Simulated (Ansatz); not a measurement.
One change: `[GeH3][SiH2][SiH2][SiH2][GeH2][GeH3]` becomes `[GeH3][SiH2][SiH2][SiH2][GeH3]`.

Ansatz, PBE0-D4/def2-TZVP geometries, multiplicity 1. Each molecule was computed in one conformer, which needn't be the lowest.

Scalar relativity is left out up to krypton.

| property | `[GeH3][SiH2][SiH2][SiH2][GeH2][GeH3]` |
| --- | --- |
| HOMO–LUMO gap (ωB97M-V/def2-TZVPP) / eV | 10.83 |
| size of the dipole moment (B3LYP/def2-TZVPP) / D | 0.24 |
| size of the dipole moment (ωB97M-V/def2-TZVPP) / D | 0.22 |
| HOMO energy (ωB97M-V/def2-TZVPP) / eV | -9.69 |
| size of the dipole moment (PBE/def2-TZVPP) / D | 0.14 |
| HOMO–LUMO gap (PBE/def2-TZVPP) / eV | 5.43 |

Task: What does the change do to each property? (Best estimate.)

Result: Computed: 
```tsv
property	`[GeH3][SiH2][SiH2][SiH2][GeH3]`	shift
HOMO–LUMO gap (ωB97M-V/def2-TZVPP) / eV	11.11	0.28
size of the dipole moment (B3LYP/def2-TZVPP) / D	0.27	0.03
size of the dipole moment (ωB97M-V/def2-TZVPP) / D	0.26	0.04
HOMO energy (ωB97M-V/def2-TZVPP) / eV	-9.83	-0.14
size of the dipole moment (PBE/def2-TZVPP) / D	0.17	0.03
HOMO–LUMO gap (PBE/def2-TZVPP) / eV	5.65	0.22
```

With PBE0 the HOMO falls by 0.12 eV and the LUMO rises by 0.15 eV, so the gap widens by about 0.27 eV. PBE moves the HOMO by -0.10 eV and ωB97M-V by -0.14 eV. Dipoles are sizes alone; their direction can turn.

B3LYP here is the variant with VWN-RPA as its local correlation; programs differ in this.
